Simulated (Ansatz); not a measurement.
Other settings, tried on `CCCCCCCCCC[S][Ag]`.

```yaml
crystal:
  periodic: [false, false, false]
  atoms:
    - {symbol: C, position_ang: [-4.514215, 0.670107, 2.039277]}
    - {symbol: C, position_ang: [-4.356289, -0.552611, 1.131875]}
    - {symbol: C, position_ang: [-3.398132, -0.351131, -0.050996]}
    - {symbol: C, position_ang: [-1.935738, -0.111360, 0.338027]}
    - {symbol: C, position_ang: [-0.993726, 0.025804, -0.861052]}
    - {symbol: C, position_ang: [0.467610, 0.266809, -0.474060]}
    - {symbol: C, position_ang: [1.412880, 0.382754, -1.674442]}
    - {symbol: C, position_ang: [2.872098, 0.697780, -1.316664]}
    - {symbol: C, position_ang: [3.578402, -0.399695, -0.511802]}
    - {symbol: C, position_ang: [5.027150, -0.061174, -0.166509]}
    - {symbol: S, position_ang: [5.958839, -1.373645, 0.718728]}
    - {symbol: Ag, position_ang: [4.590274, -1.817806, 2.564472]}
    - {symbol: H, position_ang: [-5.251783, 0.483923, 2.846011]}
    - {symbol: H, position_ang: [-3.559538, 0.952966, 2.528366]}
    - {symbol: H, position_ang: [-4.864766, 1.553936, 1.465171]}
    - {symbol: H, position_ang: [-4.009321, -1.421272, 1.735847]}
    - {symbol: H, position_ang: [-5.353716, -0.843348, 0.736768]}
    - {symbol: H, position_ang: [-3.449192, -1.243687, -0.713275]}
    - {symbol: H, position_ang: [-3.755658, 0.502174, -0.672009]}
    - {symbol: H, position_ang: [-1.854368, 0.803348, 0.966303]}
    - {symbol: H, position_ang: [-1.587513, -0.949476, 0.984767]}
    - {symbol: H, position_ang: [-1.345291, 0.857918, -1.512744]}
    - {symbol: H, position_ang: [-1.061130, -0.891245, -1.489751]}
    - {symbol: H, position_ang: [0.801696, -0.558075, 0.193844]}
    - {symbol: H, position_ang: [0.538478, 1.194756, 0.138848]}
    - {symbol: H, position_ang: [1.030449, 1.175235, -2.354957]}
    - {symbol: H, position_ang: [1.374576, -0.561755, -2.263294]}
    - {symbol: H, position_ang: [2.911831, 1.654794, -0.747883]}
    - {symbol: H, position_ang: [3.442959, 0.880638, -2.253572]}
    - {symbol: H, position_ang: [3.034673, -0.588393, 0.443416]}
    - {symbol: H, position_ang: [3.550964, -1.362091, -1.068064]}
    - {symbol: H, position_ang: [5.614762, 0.091285, -1.099809]}
    - {symbol: H, position_ang: [5.082754, 0.892547, 0.399153]}
basis:
  gaussian: {orbitals: def2-SVPD, point_charges: [{charge: 2.00, position_ang: [10.576, -0.062, -0.630]}]}
hamiltonian: {xc: {name: HF}, dispersion: d4}
scf: {lower_state_search: full}
```

```sh
$ ansatz run in.yaml --threads 4 --pin off --events-out ev --progress --plain --max-ram 6963MiB
```

Output, abridged:

```
Functional definition: HF
4274 factors; their error is unknown
mean field evaluation 1: about -25412.5753 eV, gradient 5.0e1 eV
mean field evaluation 2: about -25419.1225 eV, gradient 2.0e1 eV
mean field evaluation 4: about -25420.2374 eV, gradient 1.2e0 eV
mean field evaluation 8: about -25420.2497 eV, gradient 6.5e-2 eV
mean field evaluation 16: about -25392.3605 eV, gradient 6.1e1 eV
mean field evaluation 32: about -25419.6444 eV, gradient 1.2e1 eV
mean field -25421.11334323 eV, -934.2086843143 hartree, gradient 2.7e-5 eV, S^2 0.000000; 2 other end points of the search recorded, 0 dependent functions left out
reference -25421.11334323 eV, -934.2086843143 hartree; 58, 58 occupied and 371, 371 virtual orbitals, 4274 factors
Total energy: -25424.01261409 eV, -934.3152305532 hartree
```

It took 34 s on 4 threads of Arm Neoverse V2 on a shared host, peak host memory 1.7 GiB.

In the def2 sets Ag takes a core potential; there is no spin–orbit coupling.
